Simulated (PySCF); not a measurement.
The vertical singlet excitations below were computed for one of the candidates. Theory: TDDFT CAM-B3LYP/def2-SVPD, vertical, gas phase, core orbitals frozen in the response in PySCF. Geometries: GFN2-xTB, one conformer each.

```
state  E (eV)       f   main configurations (H = HOMO, L = LUMO)
   S1    7.03   0.012         H→L (60%), H→L+1 (21%), H→L+3 (8%)
   S2    7.14   0.022                     H→L+1 (50%), H→L (24%)
   S3    7.50   0.132                 H-1→L (78%), H-1→L+1 (12%)
   S4    7.57  0.0060      H→L+5 (45%), H→L+3 (18%), H→L+1 (11%)
   S5    7.69  0.0033    H→L+2 (37%), H→L+4 (16%), H-1→L+1 (15%)
   S6    7.70   0.013  H-1→L+1 (32%), H→L+2 (16%), H-1→L+2 (14%)
   S7    7.93   0.032                   H-3→L (28%), H-2→L (18%)
   S8    8.06   0.024    H-2→L+1 (23%), H-2→L (16%), H→L+6 (10%)
```

Triplets computed (Tamm–Dancoff): 6.58, 6.81, 6.93 eV.

Orbital energies (eV): HOMO-3 -9.94, HOMO-2 -9.83, HOMO-1 -9.47, HOMO -8.77, LUMO 1.08, LUMO+1 1.22, LUMO+2 1.47.

Question: Which candidate is it? All have the formula C4H12OSi2.
A. `C=C[SiH2][SiH2]COC`
B. `[SiH2](C[SiH3])C1COC1`
C. `[SiH3]COC1C[SiH2]C1`

Answer: C. Its S1, at 7.03 eV, is the highest among the candidates; the nearest of the others has S1 at 6.77 eV. S1 is HOMO→LUMO (60%), HOMO→LUMO+1 (21%), HOMO→LUMO+3 (8%). Löwdin shares by element: HOMO oxygen 48%, carbon 31% or more (atoms not listed hold the other 21%); LUMO silicon 26% or more, hydrogen 18% or more, carbon 11% or more (atoms not listed hold the other 45%). At the same level the other candidates give, for their lowest levels:
- `C=C[SiH2][SiH2]COC`: 6.47 eV (f 0.180); 6.76 eV (f 0.073); 6.98 eV (f 0.030); 7.09 eV (f 0.005); 7.13 eV (f 0.000); T1 4.24 eV; HOMO -8.79, LUMO 0.59 eV
- `[SiH3]C[SiH2]C1COC1`: 6.77 eV (f 0.003); 7.10 eV (f 0.004); 7.15 eV (f 0.003); 7.75 eV (f 0.000); 7.87 eV (f 0.008); T1 6.50 eV; HOMO -8.60, LUMO 0.92 eV

Conformer computed: `[SiH3:1][CH2:2][O:3][CH:4]1[CH2:5][SiH2:6][CH2:7]1`: Si1–C2–O3–C4 -174°, C2–O3–C4–C5 172°.

Without π bonds the low states are Rydberg-like; a valence basis with one diffuse set may place them up to an eV too high.
